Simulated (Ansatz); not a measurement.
`CB(Br)Br`. Total charge 0; spin multiplicity 1. Geometry: relaxed with PBE0-D4/def2-TZVP.

```xyz
7

C     0.576    0.511   -0.115
B    -0.568   -0.516    0.078
Br   -1.461   -0.657    1.764
Br   -1.134   -1.676   -1.330
H     0.212    1.518    0.114
H     1.374    0.313    0.609
H     1.000    0.506   -1.119
```

(1) What is the dipole moment at B3LYP/def2-TZVPP? (An estimate is asked.)

(2) And with PBE, r2SCAN, ωB97M-V? (An estimate is asked.)

(3) Give the Mulliken charges with B3LYP, ωB97M-V, PBE in def2-TZVPP. (Best estimate.)

Results:

(1) Ansatz gave: 1.38 D, with components (1.02, 0.92, -0.17) D in this frame, pointing from negative to positive charge.

(2) Computed: PBE 1.32 D, r2SCAN 1.45 D, ωB97M-V 1.43 D.

(3) Computed: 
```json
{"atom": "C1", "B3LYP": "-0.27", "ωB97M-V": "-0.29", "PBE": "-0.29"}
{"atom": "B2", "B3LYP": "0.06", "ωB97M-V": "0.00", "PBE": "0.03"}
{"atom": "Br3", "B3LYP": "-0.07", "ωB97M-V": "-0.05", "PBE": "-0.05"}
{"atom": "Br4", "B3LYP": "-0.06", "ωB97M-V": "-0.04", "PBE": "-0.04"}
{"atom": "H5", "B3LYP": "0.11", "ωB97M-V": "0.13", "PBE": "0.12"}
{"atom": "H6", "B3LYP": "0.11", "ωB97M-V": "0.13", "PBE": "0.12"}
{"atom": "H7", "B3LYP": "0.11", "ωB97M-V": "0.12", "PBE": "0.11"}
```

B3LYP here is the variant with VWN-RPA as its local correlation; programs differ in this.
